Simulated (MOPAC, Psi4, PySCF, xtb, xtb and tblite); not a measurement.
Two geometries of C9H7NSSe, SMILES C(=Cc1ccc[se]1)c1nccs1, singlet, relaxed at GFN2-xTB with one dihedral held; other torsions can differ between them too.

Structure A

```
19

C     -0.9630    -1.7211     0.5779
C      0.3789    -1.6826     0.4707
C      1.2587    -0.5569     0.4116
C      2.5904    -0.6719     0.0712
C      3.3311     0.5208     0.0740
C      2.6202     1.6183     0.4532
Se     0.8509     1.2306     0.8355
C     -1.8406    -0.6022     0.3800
N     -1.7040     0.5741     0.9005
C     -2.5875     1.4709     0.4076
C     -3.4122     0.9960    -0.5585
S     -3.0746    -0.6606    -0.8763
H     -1.4488    -2.6886     0.5637
H      0.8961    -2.6359     0.4619
H      3.0261    -1.6210    -0.1971
H      4.3751     0.5544    -0.1905
H      3.0030     2.6216     0.5154
H     -2.5799     2.4739     0.7940
H     -4.1827     1.5066    -1.0991
```

Structure B

```
19

C     -0.8075    -1.7417    -0.1002
C      0.5027    -1.8123    -0.3878
C      1.4903    -0.7728    -0.2476
C      1.5959     0.1784     0.7308
C      2.7138     1.0306     0.6272
C      3.5300     0.7757    -0.4294
Se     2.9436    -0.6578    -1.4435
C     -1.5903    -0.5906     0.2527
N     -2.7082    -0.6727     0.8963
C     -3.3334     0.5138     1.0100
C     -2.7033     1.5620     0.4144
S     -1.2368     1.0463    -0.3165
H     -1.3967    -2.6485    -0.1440
H      0.8838    -2.7583    -0.7556
H      0.8881     0.2483     1.5395
H      2.9045     1.8205     1.3342
H      4.4213     1.3140    -0.6974
H     -4.2655     0.5635     1.5432
H     -3.0063     2.5877     0.3611
```

Which is lower in energy at the level B3LYP-D3(BJ)/def2-SVP // GFN2-xTB run with Psi4 1.11, and by how much?

B is lower, by 2.30 kJ/mol (dihedral C2–C1–C8–S12: 120° in A, 30° in B).

E(B) − E(A) in kJ/mol at the other levels, on the same two geometries: GFN2-xTB (xtb and tblite) 17.35; B3LYP/def2-SVP // GFN2-xTB (Psi4) -3.54; PBE/def2-SVP // GFN2-xTB (Psi4) -0.10; PBE-D3(BJ)/def2-SVP // GFN2-xTB (Psi4) 0.20; PM3, restricted, heats of formation // GFN2-xTB (MOPAC) 36.53; AM1, restricted, heats of formation // GFN2-xTB (MOPAC) 4.97; GFN1-xTB // GFN2-xTB (xtb) 8.49; restricted B3LYP/6-31G*, spherical d, density fitting // GFN2-xTB (PySCF) -4.54.
